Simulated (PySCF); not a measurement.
Isomers of C5H8ClN, one GFN2-xTB conformer each. Single-point energies are computed at PBE0/pcSseg-1 (PySCF, gas phase, no added dispersion term), electronic only.

```
          SMILES  GFN2-xTB relative energy (kJ/mol)
C[C@@H](CCl)CC#N                                0.0
 NC[C@H]1CC=C1Cl                               64.2
   CC(C)(C#N)CCl                                1.4
```

Conformers: `[CH3:1][C@@H:2]([CH2:3][Cl:4])[CH2:5][C:6]#[N:7]` with C1–C2–C3–Cl4 61°, C1–C2–C5–C6 173°; `[NH2:1][CH2:2][C@H:3]1[CH2:4][CH:5]=[C:6]1[Cl:7]` with H–N1–C2–C3 -58° and 60°, N1–C2–C3–C4 -171°; `[CH3:1][C:2]([CH3:3])([C:4]#[N:5])[CH2:6][Cl:7]` with C1–C2–C6–Cl7 62°.

Problem. What does PBE0/pcSseg-1 give for the same structures?

Solution. 
```csv
SMILES,PBE0/pcSseg-1 E (Eh),PBE0/pcSseg-1 (kJ/mol),GFN2-xTB (kJ/mol),point group
C[C@@H](CCl)CC#N,-709.78850,0.0,0.0,C1
CC(C)(C#N)CCl,-709.78644,5.4,1.4,Cs
NC[C@H]1CC=C1Cl,-709.74233,121.2,64.2,C1
```

Both levels put the same isomer lowest; measured from each level's own lowest isomer, the values differ by up to 57.0 kJ/mol (NC[C@H]1CC=C1Cl: 64.2 against 121.2). As drawn, the lowest has a C≡N group, which the highest lacks; the highest has a four-membered ring, an N–H bond and a C=C bond outside aromatic rings, which the lowest lacks. Neighbours under 10 kJ/mol apart (C[C@@H](CCl)CC#N and CC(C)(C#N)CCl) can change places with a better method, another conformer or zero-point energy.

Problem. Which frontier levels, dipoles and rotational constants go with these structures?

Solution. 
```
          SMILES  HOMO (eV, PBE0/pcSseg-1)  LUMO (eV)  dipole (D)     A, B, C (MHz)
C[C@@H](CCl)CC#N                     -8.72       0.57        3.95  2890, 1502, 1145
   CC(C)(C#N)CCl                     -8.90       0.02        2.21  3986, 1288, 1242
 NC[C@H]1CC=C1Cl                     -6.68       0.05        1.90  2517, 2093, 1211
```
